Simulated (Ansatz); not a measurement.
Program: Ansatz. Geometries: PBE0-D4/def2-TZVP. ΔE: electronic, gas phase. CCSD(T)/CBS is the MP2 limit (def2-TZVPP, def2-QZVPP) plus CCSD(T) − MP2 in def2-TZVPP, frozen cores. This one scheme is used for every species. DFT in def2-TZVPP. Each species was taken in one conformer, which may not be the lowest.

Reaction (cleavage of the Si–P bond): `N[SiH2]P` + `OBF` → `N[SiH2]OBF` + PH₃

`N[SiH2]P`:

Z-matrix (Å, degrees):
```
Si
P 1 2.257
N 1 1.718 2 108.0
H 1 1.494 2 110.1 3 -126.2
H 1 1.487 2 109.1 3 115.8
H 2 1.424 1 92.6 3 68.3
H 2 1.423 1 93.3 3 161.0
H 3 1.007 1 119.9 2 149.4
H 3 1.007 1 121.1 2 -63.7
```

`OBF`:

```xyz
5

O     0.220   -0.559   -0.805
B    -0.305    0.049    0.274
F     0.374    1.008    0.901
H     1.092   -0.229   -1.044
H    -1.381   -0.269    0.674
```

`N[SiH2]OBF`:

Cartesian coordinates in Å:
```
N 1.536 0.657 1.199
Si 0.650 -0.341 0.151
O -0.830 0.311 -0.260
B -1.851 -0.077 -1.033
F -1.797 -1.240 -1.684
H 2.002 1.485 0.867
H 1.305 0.728 2.176
H 0.389 -1.622 0.845
H 1.424 -0.498 -1.101
H -2.829 0.597 -1.162
```

PH₃:

```xyz
4

P     0.329    0.437    0.195
H    -1.085    0.411    0.329
H     0.473   -0.901    0.647
H     0.284    0.053   -1.171
```

| species | r2SCAN energy (Eh) |
| --- | --- |
| `N[SiH2]P` | -689.19025 |
| `OBF` | -201.22143 |
| `N[SiH2]OBF` | -547.32410 |
| PH₃ | -343.12064 |

Q: Work out ΔE.

A: ΔE = (-547.32410) + (-343.12064) − (-689.19025) − (-201.22143) = -0.03306 Eh = -20.7 kcal/mol. CCSD(T)/CBS gives -21.8 kcal/mol.

Largest T1 diagnostic among the species: 0.013.

From PBE to PBE0 (25 % exact exchange), in def2-TZVPP and without D4, ΔE moves by −1.3 kcal/mol. In def2-TZVPP, CCSD(T) changes the Hartree–Fock value by +5.0 kcal/mol (the triples alone add +0.8 kcal/mol) and MP2 by +5.0 kcal/mol.
